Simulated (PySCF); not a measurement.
# Choosing a basis for TDDFT

Compound: C2H3BBrN.
Structure used (PBE0-D3(BJ)/def2-SVP), in Å, numbered top down from 1:
```xyz
8
C2H3BBrN angstrom
C      2.1641    0.5390    0.1076
C      0.9596    0.4154   -0.0114
B     -0.5539    0.2688   -0.1624
N     -1.2149   -0.9207    0.1127
Br    -1.5900    1.7929   -0.7571
H      3.2281    0.6574    0.2114
H     -0.7238   -1.7469    0.4291
H     -2.2163   -1.0266    0.0182
```

TDDFT with PBE0 (PySCF), vertical singlets, core orbitals frozen in the response, spherical d and f functions. Isolated species at its PBE0-D3(BJ)/def2-SVP geometry, gas phase. Relativistic effects, spin–orbit coupling among them, are left out although an element past zinc is present.

Q: How do the low singlets change with the basis? Take 6-31G*, def2-SVP, def2-SVPD, aug-cc-pVDZ, def2-TZVP and def2-TZVPD.

A: 

```tsv
basis	functions	diffuse	S1 (eV)	S2 (eV)	S3 (eV)	S4 (eV)	S5 (eV)	LUMO (eV)	α (au)
6-31G*	94	no	5.23	5.95	6.07	6.35	6.61	-0.71	51.3
def2-SVP	103	no	5.26	5.96	5.98	6.27	6.63	-0.83	52.2
def2-SVPD	145	yes	5.16	5.85	5.86	6.09	6.52	-1.15	67.6
aug-cc-pVDZ	155	yes	5.15	5.83	5.88	6.08	6.45	-1.14	67.9
def2-TZVP	190	no	5.18	5.87	5.92	6.15	6.51	-1.06	62.9
def2-TZVPD	232	yes	5.15	5.83	5.87	6.08	6.46	-1.14	68.9
```

States are compared by their number. Against the largest diffuse basis here (def2-TZVPD, itself not a converged limit), sets without diffuse functions differ by up to 0.11 eV in S1 and 0.17 eV in S5; the smaller diffuse sets differ by up to 0.01 and 0.06 eV. State by state, the largest deviation of a set without diffuse functions is S1 0.11, S2 0.13, S3 0.20, S4 0.26, S5 0.17 eV. The same number needn't mean the same state in each row. Against def2-TZVPD the polarisability deviates by -25% in 6-31G*, -24% in def2-SVP, -2% in def2-SVPD, -1% in aug-cc-pVDZ, -9% in def2-TZVP.
